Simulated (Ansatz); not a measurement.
`[NH2][Hf]([NH2])([NH2])[Cl]` and `[NH2][Ti]([NH2])([NH2])[Cl]` differ in one element.

Ansatz, PBE0-D4/def2-TZVP geometries, multiplicity 1. Each molecule was computed in one conformer, which needn't be the lowest.

Elements past krypton have def2 core potentials. Scalar relativity is left out up to krypton.

```json
{"property": "size of the dipole moment (B3LYP/def2-TZVPP) / D", "`[NH2][Hf]([NH2])([NH2])[Cl]`": "2.76"}
{"property": "LUMO energy (B3LYP/def2-TZVPP) / eV", "`[NH2][Hf]([NH2])([NH2])[Cl]`": "-0.34"}
{"property": "HOMO energy (B3LYP/def2-TZVPP) / eV", "`[NH2][Hf]([NH2])([NH2])[Cl]`": "-7.08"}
{"property": "HOMO energy (PBE/def2-TZVPP) / eV", "`[NH2][Hf]([NH2])([NH2])[Cl]`": "-5.94"}
{"property": "HOMO–LUMO gap (ωB97M-V/def2-TZVPP) / eV", "`[NH2][Hf]([NH2])([NH2])[Cl]`": "10.83"}
{"property": "HOMO–LUMO gap (PBE0/def2-TZVPP) / eV", "`[NH2][Hf]([NH2])([NH2])[Cl]`": "7.28"}
```

Give the same properties after the change, and the shifts. (An estimate is asked.)

Computed: 
```tsv
property	`[NH2][Ti]([NH2])([NH2])[Cl]`	shift
size of the dipole moment (B3LYP/def2-TZVPP) / D	2.89	0.13
LUMO energy (B3LYP/def2-TZVPP) / eV	-1.61	-1.27
HOMO energy (B3LYP/def2-TZVPP) / eV	-7.30	-0.22
HOMO energy (PBE/def2-TZVPP) / eV	-6.17	-0.23
HOMO–LUMO gap (ωB97M-V/def2-TZVPP) / eV	10.78	-0.05
HOMO–LUMO gap (PBE0/def2-TZVPP) / eV	6.21	-1.07
```

With PBE0 the HOMO falls by 0.21 eV and the LUMO falls by 1.28 eV, so the gap narrows by about 1.07 eV. PBE moves the HOMO by -0.23 eV and ωB97M-V by -0.21 eV. Dipoles are sizes alone; their direction can turn.

Positive LUMOs are unbound, so they and the gaps depend on the basis.

B3LYP here is the variant with VWN-RPA as its local correlation; programs differ in this.
